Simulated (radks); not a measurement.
Question: The technetium ion Tc10+ is in [Ar] 3d10 4s2 4p3. Calculated with a radial shooting solver on a logarithmic mesh with Libxc functionals: non-relativistic Kohn-Sham, PBE, spin-polarised, spherical densities, point nucleus. Open shells are filled with parallel spins first. One electron is removed from 3p, 3d, 4p, 4s in turn, with full relaxation. Which removal costs least, and what does each cost?

Answer: 4p 216.23 eV; 4s 238.00 eV; 3d 460.08 eV; 3p 614.10 eV. The 4p electron leaves first.
